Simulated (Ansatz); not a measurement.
`C[SiH](F)[SiH2]Cl` + PH₃ → `C[SiH](F)P` + `[SiH3]Cl`  (cleavage of the Si–Si bond)

Isolated molecules relaxed with PBE0-D4/def2-TZVP in Ansatz; ΔE leaves out vibrations. CCSD(T)/CBS adds triple-zeta CCSD(T) − MP2 to the extrapolated MP2 energy (def2 sets, frozen cores). This one scheme is used for every species. DFT in def2-TZVPP. One conformer a species, not always the lowest.

| level | ΔE (eV) |
| --- | --- |
| LDA (SPW92) | -0.25 |
| r2SCAN0-D4 | -0.30 |
| r2SCANh | -0.31 |
| CCSD(T)/def2-SVP | -0.24 |

(1) What does CCSD(T)/CBS give? (An estimate is asked.)

Largest T1 diagnostic among the species: 0.013.

Answers

(1) Computed: -0.30 eV. The listed levels differ from it by 0.05, 0.00, -0.01, 0.06 eV.

At CCSD(T), def2-SVP lies +0.07 eV from the extrapolated value and def2-TZVPP +0.01 eV. From BLYP to BHLYP (50 % exact exchange), in def2-TZVPP and without D4, ΔE moves by −0.04 eV.
